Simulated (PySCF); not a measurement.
# Working out the ionisation energy of Ta

Ta [Xe] 4f14 5d3 6s2 (4F) → Ta⁺ [Xe] 4f14 5d3 6s1 (5F). Calculation: PySCF 2.14, in x2c-TZVPPall; scalar relativity by spin-free X2C-1e. Frozen: [Xe] 4f14. Energies in hartree (1 hartree = 27.21139 eV):

| part | Ta (lower) | Ta⁺ (upper) |
| --- | --- | --- |
| UHF | -15600.004646 | -15599.792522 |
| CCSD correlation | -0.081274 | -0.030313 |
| (T) | -0.004567 | -0.000411 |

Q: What does Hartree-Fock give?

A: (-15599.792522) − (-15600.004646) = 0.212124 hartree = 5.772 eV.

Q: What do CCSD and CCSD(T) give?

A: The CCSD correlation energies differ by 0.050961 hartree = 1.387 eV and the triples by 0.004156 hartree = 0.113 eV, so CCSD gives 7.159 eV and CCSD(T) 7.272 eV.

Measured between the centres of the two terms (NIST): 7.573 eV, so CCSD(T) (valence) is off by -0.301 eV.

What remains against the reference includes basis incompleteness, the frozen core and higher excitations.
